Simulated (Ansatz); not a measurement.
Consider the ligand exchange at the Si–S bond: `N[SiH2]S[SiH2]F` + `N=CF` → `F/C=N/[SiH2]F` + `N[SiH2]S`.

Program: Ansatz. Geometries: PBE0-D4/def2-TZVP. ΔE: electronic, gas phase. CBS: MP2 limit from def2 TZ/QZ plus the TZ coupled-cluster correction, frozen cores. This one scheme is used for every species. Functionals use def2-TZVPP. B3LYP here is the variant with VWN-RPA as its local correlation; programs differ in this. One conformer a species, not always the lowest.

`N[SiH2]S[SiH2]F`:

Z-matrix (Å, degrees):
```
Si
S 1 2.166
N 1 1.706 2 117.0
H 1 1.480 2 103.0 3 -119.3
H 1 1.481 2 107.8 3 120.8
Si 2 2.107 1 97.8 3 -78.9
H 3 1.008 1 120.5 2 -65.8
H 3 1.008 1 119.8 2 79.2
F 6 1.598 2 111.7 1 -84.8
H 6 1.484 2 110.8 1 33.6
H 6 1.479 2 108.4 1 156.9
```

`N=CF`:

Z-matrix (Å, degrees):
```
C
N 1 1.242
F 1 1.328 2 120.0
H 1 1.092 2 129.8 3 -180.0
H 2 1.016 1 110.6 3 -180.0
```

`F/C=N/[SiH2]F`:

Cartesian coordinates in Å:
```
F 2.454 -0.694 -0.985
C 1.431 -0.305 -0.223
N 0.284 -0.240 -0.675
Si -1.181 0.221 0.077
F -0.968 0.622 1.613
H 1.793 -0.079 0.783
H -2.103 -0.932 0.037
H -1.709 1.406 -0.628
```

`N[SiH2]S`:

Z-matrix (Å, degrees):
```
Si
S 1 2.151
N 1 1.706 2 111.5
H 1 1.484 2 111.6 3 -117.8
H 1 1.485 2 105.8 3 122.4
H 2 1.343 1 94.3 3 -148.1
H 3 1.006 1 122.1 2 53.2
H 3 1.006 1 120.4 2 -98.6
```

Question: Is it downhill or uphill in electronic energy at CCSD(T)/CBS, and by how much? (Best estimate.)

Answer: Computed: Uphill: ΔE = +11.0 kJ/mol.

Question: What do these levels give: PBE0-D4, B3LYP-D4, ωB97X-V, ωB97M-V, B2PLYP, r2SCAN, B3LYP, MP2/def2-TZVPP, CCSD/def2-TZVPP, SCS-MP2/def2-QZVPP, HF/CBS(def2), MP2/CBS(def2)? (Best estimate.)

Answer: Ansatz gave: PBE0-D4 15.5, B3LYP-D4 6.4, ωB97X-V 8.3, ωB97M-V 9.3, B2PLYP 3.0, r2SCAN 10.2, B3LYP -0.1, MP2/def2-TZVPP 9.6, CCSD/def2-TZVPP 6.0, SCS-MP2/def2-QZVPP 6.7, HF/CBS(def2) -7.7, MP2/CBS(def2) 11.7 kJ/mol.

Largest T1 diagnostic among the species: 0.013.

In def2-TZVPP, CCSD(T) changes the Hartree–Fock value by +15.9 kJ/mol (the triples alone add +2.9 kJ/mol) and MP2 by +16.6 kJ/mol. The D4 term adds +6.5 kJ/mol with B3LYP and +3.7 kJ/mol with PBE0; it sums over pairs of atoms, weighted by their polarisabilities, and B3LYP, whose exchange is more repulsive, gets the larger term.
